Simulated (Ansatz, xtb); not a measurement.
Molecule: GeF2 (charge 0, singlet). SMILES: [F][Ge][F]
Structure (B3LYP-D3(BJ)/def2-TZVP (Ansatz, a program for electronic structure) minimum search):
```xyz
3

Ge     0.0109    -0.0062     0.4176
F      0.6316     1.1604    -0.7423
F     -0.6702    -1.1385    -0.7424
```

Harmonic wavenumbers from GFN2-xTB (xtb, at its own minimum), cm⁻¹: 181, 424, 462.

Give the harmonic wavenumbers at B3LYP-D3(BJ)/def2-TZVP (Ansatz, finite differences of forces, unscaled).

254, 649, 675 cm⁻¹. Zero-point energy 2.3 kcal/mol.

From these and the geometry, give the ideal-gas thermochemistry at 298.15 K and 1 atm (rigid rotor, harmonic oscillator).

Point group C2v, rotational symmetry number 2. Rotational constants 15.04, 7.622, 5.059 GHz. S(trans) 40.02, S(rot) 22.45, S(vib) 2.42, S(elec, spin only) 0.00, S 64.9 cal/(mol K). H(298) - H(0) 2.83 kcal/mol; G - E(el) -14.3 kcal/mol.
